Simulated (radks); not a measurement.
Values are calculated unless marked as measured or tabulated.
The silicon ion Si5+, 9 electrons, occupied as [He] 2s2 2p5. Level of theory: Dirac Kohn-Sham, PBE, spin-unpolarised, spherical densities, finite nucleus; open shells are shared between the two j in proportion to 2j + 1; Fermi nuclear charge, rms radius 3.1224 fm (a radial shooting solver on a logarithmic mesh with Libxc functionals). Some entries of the table are withheld. Estimate them.

orbital     occ.  eigenvalue (hartree)  r(max) (bohr)
1s1/2          2             -69.51595        0.07259
2s1/2          2              -8.47287            (1)
2p1/2    1.66667                   (2)         0.3754
2p3/2    3.33333                   (3)         0.3770

Answer. 
(1) 2s1/2 r(max) (bohr): 0.4463
(2) 2p1/2 eigenvalue (hartree): -6.92785
(3) 2p3/2 eigenvalue (hartree): -6.90145
